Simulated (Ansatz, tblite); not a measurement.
Cost and result up the ladder for the cluster Ni2H4⁻ (6 atoms). The state is a doublet with charge -1. Geometry: PBE-D4/def2-TZVPD.

```xyz
6

Ni   -0.532   -0.671   -0.856
Ni    0.505    0.198    1.083
H    -0.667   -0.431   -2.383
H     1.442    1.338    1.562
H    -0.355    0.715   -0.131
H    -0.393   -1.149    0.725
```

Ansatz on 4 threads of Arm Neoverse V2 on a shared host; xTB runs through tblite on one thread. Times are rough, summed over both states, and most runs start from the orbitals of an earlier one. RPA@PBE/def2-TZVPD serves as the yardstick here, not as an exact answer. The other state is a quartet at its own geometry.

The xTB rows come from tblite. Correlated methods freeze 10 core orbitals; core or outer-core shells of Ni are correlated, in sets that lack core-valence functions. HOMO above LUMO, or a gap near zero within one spin, warns that the state may not be the lowest or that an electron is smeared out. The structure comes from a short search, and lower isomers may exist.

Run but left out: HF/STO-3G, r2SCAN-D4/def2-TZVPD, B3LYP-D4/def2-TZVPD, PBE0-D4/def2-TZVPD, HSE06-D4/def2-TZVPD, BHLYP-D4/def2-TZVPD, ωB97M-V/def2-TZVPD (doublet: ⟨S²⟩ 1.18 to 4.81, where a pure state has 0.75); HF/def2-TZVPD, MP2/def2-TZVPD, CCSD/def2-TZVPD, CCSD(T)/def2-TZVPD (flagged by the program: other amplitudes).

Correlated methods converge slowly with the basis.

xTB has no spin-polarisation term.

```csv
level,functions,wall time
GFN1-xTB,26,0.004 s
GFN2-xTB,22,0.004 s
LDA (SPW92)/def2-TZVPD,132,4 s
PBE-D4/def2-TZVPD (with forces),132,7.7 s
RPA@PBE/def2-TZVPD,132,8.4 s
```

(1) Estimate what each level gives for the quartet − doublet (eV).

Results:

(1) 
| level | quartet − doublet (eV) | difference from RPA@PBE/def2-TZVPD (eV) | remarks |
| --- | --- | --- | --- |
| GFN1-xTB | 0.27 | 0.29 | – |
| GFN2-xTB | 1.06 | 1.08 | – |
| LDA (SPW92)/def2-TZVPD | 0.92 | 0.93 | HOMO above zero (doublet), HOMO above zero (quartet), gap within one spin near zero (quartet) |
| PBE-D4/def2-TZVPD (with forces) | 0.57 | 0.59 | HOMO above zero (doublet), HOMO above zero (quartet) |
| RPA@PBE/def2-TZVPD | -0.02 | 0.00 | – |
